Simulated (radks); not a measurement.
Spherical quantum dot in the effective-mass picture: electrons in a parabolic well V = omega^2 r^2 / 2 with omega = 3.75, all in effective atomic units (hartree* = m*/eps^2 hartree, bohr* = eps/m* bohr), one dielectric constant everywhere. Method: non-relativistic Kohn-Sham, exchange-only LDA, spin-polarised, spherical densities; computed with a radial shooting solver with Libxc functionals. Levels are named by radial order and angular momentum (1s, 1p, 1d, 2s, ...), and open shells are averaged over m. Results are scaled to m* = 0.026 and eps = 14.8, for which hartree* = 3.23 meV and bohr* = 30.12 nm.

N = 23, configuration 1s2 1p6 1d10 2s2 1f(up 3, down 0). This is the lowest configuration that the search found. Occupied and some empty levels:

level    occupation  eigenvalue (meV)  <r> (nm)
1s up             1            87.699     22.75
1s down           1            87.856     22.60
1p up             3            94.975     29.13
1p down           3            95.227     29.01
1d up             5            102.85     33.80
1d down           5            103.16     33.74
2s up             1            103.89     30.27
2s down           1            104.13     30.32
1f up             3            111.26     37.59
1f down           0            111.60     37.56
2p up             0            112.85     34.26
2p down           0            113.09     34.30
1g up             0            120.13     40.83
1g down           0            120.48     40.84
2d up             0            122.11     37.92
2d down           0            122.35     37.95

Energy (meV): total 1614.20, kinetic 310.63, external 641.61, Hartree 724.74, exchange-correlation -62.779.

Electron density:

r (nm)  n(r) (e/nm^3)
3.01        0.0001207
6.37        0.0001115
9.72       0.00009994
13.1       0.00009052
16.4       0.00008582
19.8       0.00008536
23.1       0.00008612
26.5       0.00008429
29.9       0.00007734
33.2       0.00006509
36.6       0.00004975
39.9       0.00003426
43.3       0.00002106
46.6       0.00001162
50.0        5.693e-06
53.3        2.505e-06
56.7        9.848e-07
60.1        3.424e-07
63.4        1.076e-07
66.8        2.996e-08
